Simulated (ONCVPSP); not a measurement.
## fluorine: one change to an ONCV potential, before and after

fluorine, optimised norm-conserving Vanderbilt (ONCV), made with ONCVPSP 4.0.1 (PBEsol, scalar-relativistic). Core none, reference 1s2 2s2 2p5. Waves: 1s+2s: rc 0.40 bohr, ncon 4, nbas 7, qcut 23.8 1/bohr, 3 projectors, debl 1.2 Ha; 2p: rc 1.40 bohr, ncon 3, nbas 7, qcut 10.6 1/bohr, 2 projectors, debl 1.1 Ha. Local part: polynomial inside 0.30 bohr (lpopt 5, dvloc0 0 Ha). Core correction: none.

All-electron outer shells of the reference configuration (PBEsol, scalar-relativistic, ld1.x):

```
shell  level (eV)  outermost node (bohr)  outermost maximum (bohr)
   1s     -661.16                      –                      0.11
   2s      -29.72                   0.24                      0.76
   2p      -11.05                      –                      0.71
```

Change: all radii scaled by about 1.04 (s 0.42, p 1.46 bohr); local potential polynomial inside 0.32 bohr (lpopt 5, dvloc0 0 Ha).

Cutoffs: the cutoffs (Ha) at which the residual kinetic energy of the hardest occupied pseudo-wave falls to 1 and 0.1 mHa per electron; they do not see the model core or the augmentation charge, which bear on the density cutoff. Errors are all-electron minus pseudo energies relative to the spin-unpolarised reference configuration.

Task: Predict the effect on cutoff, ghosts and configuration errors.

Result: The potential gets softer (684 Ha and 904 Ha → 537 Ha and 816 Ha); the number of tests with a reliable result goes from 3 to 4; the errors of the 3 common tests hardly move; neither file shows a bound ghost. A larger radius leaves more room for a smooth pseudo-wave, so fewer plane waves are needed.

| quantity | base | changed |
| --- | --- | --- |
| cutoff, loose | 684 Ha | 537 Ha |
| cutoff, tight | 904 Ha | 816 Ha |
| loose cutoff by channel | s 684 Ha, p 37 Ha | s 537 Ha, p 36 Ha |
| bound ghosts | none | none |
| GHOST(+) flags under 300 eV | s at 96.3 eV | none |
| tests with a reliable result | 3 of 4 | 4 of 4 |
| error for 1s2 2s2 2p4, meV [ΔE 19.32 eV] | +29 | +32 |
| error for 1s2 2s2 2p3, meV [ΔE 57.59 eV] | +230 | +256 |
| error for 1s2 2s2 2p2, meV [ΔE 118.08 eV] | +871 | +958 |
